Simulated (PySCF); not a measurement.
Computed shifts of a molecule H₁₂Si₅, PySCF with PBE0/pcSseg-1, GIAO, gas phase, equivalent atoms averaged, in ppm (number of nuclei): ²⁹Si: -97.9 (4), -158.4 (1). ¹H: 4.05 (12). References: ²⁹Si against TMS (σ = 352.7 ppm); ¹H against TMS (σ = 31.56 ppm), references at their B3LYP-D3(BJ)/def2-TZVP geometries, non-relativistic. Geometry: PBE0-D3(BJ)/def2-SVP. One conformer was computed; it need not be the lowest.

Identify the compound among the candidates.
A) [SiH3][SiH2][SiH2][SiH2][SiH3]
B) [SiH3][SiH2][SiH]([SiH3])[SiH3]
C) [SiH3][Si]([SiH3])([SiH3])[SiH3]

C, [SiH3][Si]([SiH3])([SiH3])[SiH3]
